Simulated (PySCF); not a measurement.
KLi⁻: one state, many levels of theory

State: ²Σ⁺ (doublet), unpaired electrons σ ↑. Set-up: PySCF, no relativity, basis sets K aug-pcseg-1, Li aug-pcseg-1. De refers to K + Li⁻ in their ground configurations, without counterpoise correction. The functionals are run spin-unrestricted. A positive dipole points towards Li; it is taken about the centre of mass and depends on that origin. Levels whose curve was spin-contaminated or gave no clean fit are not listed.

| Level | Re (Å) | ωe (cm⁻¹) | De (eV) | μ (D) |
| --- | --- | --- | --- | --- |
| ROHF-MP2 | 3.807 | 138 | n/a | n/a |
| ROHF-SCS-MP2 | 3.816 | 137 | n/a | n/a |
| ROHF-CCSD | 3.822 | 136 | 0.58 | n/a |
| ROHF-CCSD(T) | 3.806 | 137 | 0.61 | n/a |
| LDA | 3.681 | 141 | 0.75 | -4.07 |
| PBE | 3.769 | 135 | 0.73 | -3.70 |

**Question.** What does the gradient correction do here, going from LDA to PBE?

**Answer.** PBE less LDA: +8.8 pm in Re, -4.3 % in ωe, -0.02 eV in De. The gradient correction favours the more uneven density of free atoms, so it tends to lengthen bonds and takes away much of the overbinding of LDA; so it does here.

**Question.** What does the triples do here, going from ROHF-CCSD to ROHF-CCSD(T)?

**Answer.** ROHF-CCSD(T) less ROHF-CCSD: -1.6 pm in Re, +0.7 % in ωe, +0.03 eV in De. Correlation nearly always deepens the well. The bond shortens, as in weak, metallic or heavy-atom bonds, where dispersion and the correlation of outer-core electrons pull the atoms together.

Correlated steps freeze 5 core orbitals. Correlated levels converge slowly with the basis: in double zeta they bind strong bonds too weakly, by up to about 1 eV, and carry superposition errors of some tenths. For an ion De counts to the pair picked by the measured ionisation energies or electron affinities, which need not be the lowest pair at this level. The highest Kohn–Sham level is positive in this anion. Much of that is self-interaction error, but it also means that the finite basis helps to hold the extra electron. The state is the lowest determinant that a PBE0 search found; another state may lie lower at other levels.
